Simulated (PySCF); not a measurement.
Zr(Cl)2(SH)2 (Cl2H2S2Zr), SMILES [SH][Zr]([SH])([Cl])[Cl], multiplicity 1.

The structure is a stationary point at PBE0-D3(BJ)/def2-SVP. The multiplicity is an assumed one; no other spin state was optimised. The structure was generated by enumeration; whether it is a known compound was not checked. The def2 effective core potentials stand for the cores of Zr; spin–orbit coupling is left out. The values are those of a single conformer.

Method: TDA-LC-ωPBE/def2-SVPD run with PySCF.

Vertical excitations. Gas-phase values at a fixed geometry.

| state | energy (eV) | λ (nm) | f | main pairs |
|---|---|---|---|---|
| S1 | 4.72 | 263 | 0.003 | HOMO→LUMO 66 %, HOMO→LUMO+1 26 % |
| S2 | 4.87 | 254 | 0.002 | HOMO−1→LUMO+1 44 %, HOMO−1→LUMO 43 % |
| S3 | 5.18 | 239 | 0.039 | HOMO→LUMO+1 62 %, HOMO→LUMO 26 % |
| S4 | 5.39 | 230 | 0.075 | HOMO−1→LUMO 40 %, HOMO−1→LUMO+1 36 % |
| S5 | 5.51 | 225 | 0.000 | HOMO−2→LUMO 61 %, HOMO−2→LUMO+1 19 % |
| S6 | 5.69 | 218 | 0.006 | HOMO−2→LUMO+1 56 %, HOMO−2→LUMO 21 % |
| S7 | 5.79 | 214 | 0.002 | HOMO→LUMO+2 35 %, HOMO−1→LUMO+2 27 %, HOMO→LUMO+4 10 %, HOMO−3→LUMO 6 % |
| S8 | 5.83 | 213 | 0.017 | HOMO−3→LUMO 46 %, HOMO→LUMO+4 12 %, HOMO→LUMO+2 9 %, HOMO−1→LUMO+2 9 % |
| S9 | 5.85 | 212 | 0.008 | HOMO→LUMO+4 42 %, HOMO−1→LUMO+2 17 %, HOMO−3→LUMO 13 %, HOMO−3→LUMO+1 8 % |
| S10 | 5.88 | 211 | 0.018 | HOMO→LUMO+2 32 %, HOMO→LUMO+4 23 %, HOMO−1→LUMO+2 23 % |
| T1 | 4.37 | 284 | 0 | HOMO−1→LUMO 50 %, HOMO−1→LUMO+1 31 % |
| T2 | 4.50 | 276 | 0 | HOMO→LUMO 35 %, HOMO→LUMO+1 28 %, HOMO→LUMO+3 19 %, HOMO→LUMO+2 9 % |
| T3 | 4.56 | 272 | 0 | HOMO→LUMO+1 46 %, HOMO→LUMO 40 % |
| T4 | 4.69 | 264 | 0 | HOMO−1→LUMO+1 51 %, HOMO−1→LUMO 34 % |
Triplets are in the Tamm–Dancoff approximation.
